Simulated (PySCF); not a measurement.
NICS in isomers of C8H10NP.

NICS is the negative of the GIAO shielding at a point without a nucleus: at the ring centre (0) and 1 Å above and below it (1); zz is the component along the ring normal. Level: GIAO PBE0/pcSseg-1 (PySCF, non-relativistic, gas phase) on the GFN2-xTB geometries, one conformer each. Atom numbers follow the mapped SMILES.

Problem. Order these rings by mean NICS(1)zz, lowest (most negative) first (ppm).
A. ring C3–C4–P6 in `[CH2:1]=[CH:2][C:3]1=[C:4]([CH3:5])[P:6]1[CH2:7][CH2:8][C:9]#[N:10]`
B. ring C2–C3–P4–C5–C9–N10 in `[CH3:1][c:2]1[cH:3][p:4][c:5]([CH:6]2[CH2:7][CH2:8]2)[cH:9][n:10]1`
C. ring C1–C2–C3–C8–C9–N10 in `[cH:1]1[cH:2][c:3]([P:4]2[CH2:5][CH2:6][CH2:7]2)[cH:8][cH:9][n:10]1`

Solution. C (-26.6), B (-23.7), A (-19.2).

```tsv
SMILES	ring	NICS(0)	NICS(1)	NICS(1)zz	HOMA	rms pucker (Å)	ring atoms with four or more neighbours
c1cc(P2CCC2)ccn1	6-membered ring with N; formal bonds all aromatic	-6.2	-10.5	-26.6	0.99	0.01	0
Cc1cpc(C2CC2)cn1	6-membered ring with N and P; formal bonds all aromatic	-5.9	-10.1	-23.7	0.92	0.00	0
C=CC1=C(C)P1CCC#N	3-membered ring with P; formal bonds 1 double, 2 single	-27.3	-9.1	-19.2	-0.93	0.00	0
```

NICS(0) gives another order. The isotropic NICS(1) gives the same order. HOMA uses Krygowski's 1993 parameters. NICS(1) and NICS(1)zz are means over the two faces.
